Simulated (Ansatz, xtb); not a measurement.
**OP2Zn: which of two structures lies lower**

Structure a: a singlet given by its coordinates. Structure b: a singlet given by its coordinates. Both are isolated molecules in the gas phase, relaxed with PBE-D3(BJ)/def2-SVP.

a (Å):

```xyz
4

O    -3.3377    0.5815   -2.5762
P    -2.2447    0.9176   -1.5615
P    -0.8964   -0.7249   -1.2765
Zn   -0.3724    1.0955   -0.0103
```

Close contacts (Å): O1–P2 1.53, P2–P3 2.14, P2–Zn4 2.44, P3–Zn4 2.28.

b (Å):

| atom | x (Å) | y (Å) | z (Å) |
| --- | --- | --- | --- |
| O | -1.0521 | 0.2587 | -2.5831 |
| P | -1.4968 | 1.5684 | -1.7305 |
| P | -2.4276 | 1.0061 | 0.0487 |
| Zn | -1.8042 | -0.9097 | -1.1468 |

Close contacts (Å): O1–P2 1.62, O1–Zn4 2.00, P2–P3 2.09, P2–Zn4 2.56, P3–Zn4 2.34.

Question: Which of the two would you expect CCSD(T)/def2-TZVP electronic energies to favour?

Answer: Structure b; the calculation gives E(b) − E(a) = −25.4 kcal/mol.

Level by level:

| level | geometry | E(b) − E(a) (kcal/mol) | departure from the last row (kcal/mol) | job, with rough time for the two |
| --- | --- | --- | --- | --- |
| PBE-D3(BJ)/def2-SVP | PBE-D3(BJ)/def2-SVP | −26.2 | −0.8 | optimisation, 62 s |
| HF/def2-TZVP | PBE-D3(BJ)/def2-SVP | −31.4 | −6.0 | part of the CCSD(T) run |
| MP2/def2-TZVP | PBE-D3(BJ)/def2-SVP | −23.6 | +1.7 | part of the CCSD(T) run |
| CCSD(T)/def2-TZVP | PBE-D3(BJ)/def2-SVP | −25.4 |  | single point, 3.4 min |

The levels shown agree on the order. The largest departure from CCSD(T)/def2-TZVP is that of HF/def2-TZVP, 6.0 kcal/mol. Levels run at GFN2-xTB geometries aren't shown.

With harmonic frequencies from PBE-D3(BJ)/def2-SVP (ideal gas, rigid rotor, one conformer each, 1000 K, 1 atm): the zero-point term adds +0.2 kcal/mol; ΔH is −25.5 and ΔG −21.5 kcal/mol.

The T1 diagnostic of structures a and b is large, so the coupled-cluster value is less sure. The correlated steps freeze 16 core orbitals; the last core shell of Zn is correlated, in a basis made for valence electrons. Run with Ansatz 0.2.0; the last row on 1 thread of Intel(R) Xeon(R) Processor @ 2.50GHz (Skylake/Cascade Lake) on a shared host.
